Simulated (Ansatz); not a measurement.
Ideal-gas functions of CH$_{4}$Zn, SMILES `[CH3][ZnH]` at 600 K and 1 bar, from an Ansatz frequency run at PBE0-D4/def2-TZVP.

Molar mass 81.43 g/mol, point group C3v (symmetry number 3), electronic degeneracy 1, moments of inertia 3.147, 55.533, 55.533 u Å². Harmonic wavenumbers (cm⁻¹, unscaled): 431, 431, 560, 698, 698, 1200, 1446, 1446, 1893, 3043, 3127, 3127.

Use S(trans) = R[1.5 ln M + 2.5 ln T − 1.1517]; rotational temperatures θ = 24.2544 K / I; S(rot) = R[ln(√π/σ · √(T³/θAθBθC)) + 1.5]; for each mode x = 1.438777 ν̃/T, S = R[x/(eˣ − 1) − ln(1 − e⁻ˣ)] and H = RT x/(eˣ − 1); 1 cm⁻¹ = 0.0119627 kJ/mol; R = 8.31446 J/(mol·K).

**Question.** By hand: the entropy, in J/(mol·K).

**Answer.** Translation 178.3. Rotation: θ = 7.7071, 0.4368, 0.4368 K, giving 86.3. Vibration, mode by mode: 8.40, 8.40, 6.46, 4.94, 4.94, 1.91, 1.19, 1.19, 0.50, 0.05, 0.04, 0.04, in all 38.1. Electronic 0.0. Sum 302.7 J/(mol·K).

**Question.** By hand: H − E and G − E in kJ/mol, counted from the electronic energy.

**Answer.** Zero-point energy ½ × 18100 × 0.0119627 = 108.3; thermal vibration 14.2; translation, rotation and pV give 4 RT = 20.0. H − E = 142.5 kJ/mol, and G − E = 142.5 − 600 × 302.7/1000 = -39.1 kJ/mol.

Vibration gives 13 % of the entropy.
